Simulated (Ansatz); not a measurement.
`FC1BCC1`. The species carries charge 0 and has multiplicity 1. The structure was optimised at the PBE0-D4/def2-TZVP level.

```xyz
11

F    -1.826   -0.500    1.381
C    -1.092    0.053    0.366
B    -0.367   -0.813   -0.686
C     0.798    0.197   -0.884
C     0.439    0.303    0.635
H    -1.540    1.001    0.067
H    -0.314   -2.004   -0.708
H     0.583    1.150   -1.363
H     1.789   -0.162   -1.148
H     0.878   -0.489    1.243
H     0.652    1.265    1.098
```

Task: What is the dipole moment at B3LYP/def2-TZVPP? (Best estimate.)

Result: The calculation gave: 2.07 D, with components (1.39, 1.29, -0.83) D in this frame, pointing from negative to positive charge.

Task: And with PBE, r2SCAN, ωB97M-V? (Best estimate.)

Result: The calculation gave: PBE 2.00 D, r2SCAN 2.06 D, ωB97M-V 2.06 D.

Task: Give the Mulliken charges with B3LYP, ωB97M-V, PBE in def2-TZVPP. (Estimate.)

Result: Ansatz gave: 
| atom | B3LYP | ωB97M-V | PBE |
| --- | --- | --- | --- |
| F1 | -0.24 | -0.23 | -0.19 |
| C2 | 0.15 | 0.11 | 0.13 |
| B3 | 0.02 | -0.05 | -0.01 |
| C4 | -0.23 | -0.27 | -0.20 |
| C5 | -0.21 | -0.24 | -0.19 |
| H6 | 0.09 | 0.10 | 0.08 |
| H7 | 0.02 | 0.09 | 0.00 |
| H8 | 0.10 | 0.12 | 0.09 |
| H9 | 0.09 | 0.11 | 0.08 |
| H10 | 0.11 | 0.13 | 0.11 |
| H11 | 0.10 | 0.12 | 0.10 |

B3LYP here is the variant with VWN-RPA as its local correlation; programs differ in this.
